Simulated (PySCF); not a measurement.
# How methods differ on the ionisation energy of Ar(2+)

Ar(2+) [Ne] 3s2 3p4 (3P) → Ar(3+) [Ne] 3s2 3p3 (4S), as a difference of total energies. All numbers are calculated (PySCF 2.14, scalar relativity by spin-free X2C-1e, in jorge-DZP-DKH (7s4p1d, 24 functions)). Correlated levels: valence: [Ne] frozen. The calculations carry no spin-orbit coupling.

```tsv
method	ionisation energy (eV)
UHF	39.286
B3LYP	40.808
PBE0	40.650
MP2 (valence)	39.813
SCS-MP2 (valence)	39.843
CCSD (valence)	39.818
CCSD(T) (valence)	39.825
```

Q: How much does correlation contribute at CCSD(T) (valence)?

A: 39.825 − (39.286) = 0.539 eV, measured against UHF.

The reference lies between the lowest fine-structure levels, while these numbers refer to the centres of the terms.

Errors of the correlated levels include the incompleteness of this basis and the frozen core.

For comparison: 40.735 ± 0.012 eV (semi-empirical (NIST evaluation); NIST Atomic Spectra Database, ionization energies).
